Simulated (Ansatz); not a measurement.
Ansatz (a quantum-chemistry and plane-wave program) input (X2C-CCSD(T)/cc-pVTZ-DK):

Ansatz 0.2 input:
```yaml
crystal:
  periodic: [false, false, false]
  atoms:
    - {symbol: C, position_ang: [-2.10360464, -0.24540614, 0.05048341]}
    - {symbol: C, position_ang: [-0.79346234, -0.97744918, 0.15542814]}
    - {symbol: C, position_ang: [0.38579056, -0.42647010, 0.06340973]}
    - {symbol: C, position_ang: [1.31852493, 0.52042534, -0.08814731]}
    - {symbol: N, position_ang: [2.19219248, 1.29263228, -0.21242435]}
    - {symbol: H, position_ang: [-1.95609971, 0.81979115, -0.11458196]}
    - {symbol: H, position_ang: [-2.69389330, -0.65516419, -0.77305522]}
    - {symbol: H, position_ang: [-2.68342752, -0.38711613, 0.96606080]}
    - {symbol: H, position_ang: [-0.85541792, -2.05253638, 0.32150300]}
basis:
  gaussian:
    orbitals: cc-pVTZ-DK
magnetization: {spin_polarized: true, initial_magnetization: 1}
correlation: {method: ccsd_t, electrons: outside_noble_gas}
```

Output:

```
Functional definition: HF
integrals: 1.47 GiB planned
1188 factors; integrals over basis functions are off by at most 1.2e-3 eV
mean field: 0.84 GiB planned
mean field evaluation 1: about -5664.8642 eV, gradient 2.4e1 eV
mean field evaluation 2: about -5664.8685 eV, gradient 2.4e1 eV
mean field evaluation 4: about -5668.4226 eV, gradient 5.3e0 eV
mean field evaluation 8: about -5668.8221 eV, gradient 9.7e-1 eV
mean field evaluation 16: about -5669.0410 eV, gradient 3.0e-5 eV
mean field evaluation 32: about -5669.0410 eV, gradient 8.7e-5 eV
mean field evaluation 64: about -5668.5764 eV, gradient 5.9e0 eV
mean field evaluation 96: about -5666.2217 eV, gradient 9.6e-3 eV
mean field evaluation 128: about -5666.2217 eV, gradient 4.6e-3 eV
mean field evaluation 160: about -5665.4502 eV, gradient 5.1e-3 eV
mean field -5669.04103309 eV, -208.3334153520 hartree, gradient 2.6e-6 eV, S^2 1.354821; 4 other end points of the search recorded, 0 dependent functions left out
determinant -5669.04103309 eV, -208.3334153520 hartree, with singles and doubles -5691.18394697 eV, -209.1471524283 hartree
determinant -5666.22167409 eV, -208.2298058199 hartree, with singles and doubles -5688.50074379 eV, -209.0485465300 hartree
5 core orbitals not correlated
reference -5669.04103309 eV, -208.3334153520 hartree; 13, 12 occupied and 188, 189 virtual orbitals, 1188 factors
second order -20.26304984 eV of doubles, -0.00000000 eV of singles
coupled cluster: 4.70 GiB planned
cycle   1  -21.89436556 eV  change    -1.8e0 eV  update   3.2e-2
cycle   2  -21.96196808 eV  change   -6.8e-2 eV  update   9.5e-3
cycle   3  -21.96247981 eV  change   -5.1e-4 eV  update   5.5e-3
cycle   4  -21.97742934 eV  change   -1.5e-2 eV  update   3.4e-3
cycle   5  -21.98566639 eV  change   -8.2e-3 eV  update   1.6e-3
cycle   6  -21.98929195 eV  change   -3.6e-3 eV  update   6.2e-4
cycle   7  -21.99031320 eV  change   -1.0e-3 eV  update   2.0e-4
cycle   8  -21.99065242 eV  change   -3.4e-4 eV  update   9.1e-5
cycle   9  -21.99075555 eV  change   -1.0e-4 eV  update   3.7e-5
cycle  10  -21.99076504 eV  change   -9.5e-6 eV  update   1.7e-5
cycle  11  -21.99078804 eV  change   -2.3e-5 eV  update   7.3e-6
coupled cluster: 4.73 GiB planned
perturbative correction -1.12815469 eV, -0.0414589201 hartree
Total energy: -5692.15997582 eV, -209.1830208266 hartree
Relativity: scalar
```

It need not be the lowest isomer of its formula.

The determinant is spin-contaminated: <S^2> is 1.35 against 0.75 for a pure state.
